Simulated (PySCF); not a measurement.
**Cr³⁺: interval between two levels**

Cr³⁺ [Ar] 3d3 [4F9/2, M_J = 9/2] → Cr³⁺ [Ar] 3d2 4s1 [4F9/2, M_J = 9/2], as a difference of total energies. All numbers are calculated (PySCF 2.14, the two-component X2C-1e Hamiltonian, in x2c-TZVPall-2c with one added diffuse shell each of s, p, d type (7s8p5d1f, 63 functions)). Correlated levels: [Ne] frozen; the 6 highest virtual spinors dropped. "Screened" scales the spin-orbit matrix elements by Boettger's factors to mimic the two-electron term; Breit and QED terms are absent.

```
                    method  interval between two levels (cm⁻¹)
           GHF (spin-free)                              106420
          GMP2 (spin-free)                              105450
 GHF (screened spin-orbit)                              106470
GMP2 (screened spin-orbit)                              105500
```

The labels give the starting determinants; with spin-orbit coupling the two ends relaxed to ⟨J²⟩ = 24.75, ⟨L²⟩ = 12.01, ⟨S²⟩ = 3.75 and ⟨J²⟩ = 24.75, ⟨L²⟩ = 12.01, ⟨S²⟩ = 3.75.
